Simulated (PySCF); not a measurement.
The multiplicity is imposed and other spin states were not computed.

Cartesian coordinates (Å):
```xyz
13

Zn     0.1793     0.2682     0.0481
N      0.7028    -1.3978     0.5827
H     -0.0678    -2.0474     0.7795
H      1.3051    -1.4141     1.4140
N     -0.2940     1.8649    -0.6794
C      0.2252     2.3309    -1.9494
C     -1.0181     2.8837     0.0518
H     -0.5886     2.6948    -2.6193
H      0.9465     3.1765    -1.8411
H      0.7495     1.5188    -2.4850
H     -0.3882     3.7709     0.3034
H     -1.8879     3.2706    -0.5291
H     -1.4137     2.4823     1.0026
```
Charge 0, multiplicity 1.

Q: Give the LUMO, HOMO, charge on the central atom (Mulliken), HOMO–LUMO gap, total energy, dipole moment and charge on the central atom (meta-Löwdin) at the level PBE-D3(BJ)/def2-TZVP // TPSS-D3(BJ)/def2-SVP (PySCF).

A: 
| Item | Value |
|---|---|
| LUMO | -1.18 eV |
| HOMO | -4.47 eV |
| charge on the central atom (Mulliken) | 0.20 e |
| HOMO–LUMO gap | 3.29 eV |
| total energy | -1969.4931 Ha |
| dipole moment | 1.03 D |
| charge on the central atom (meta-Löwdin) | 1.07 e |
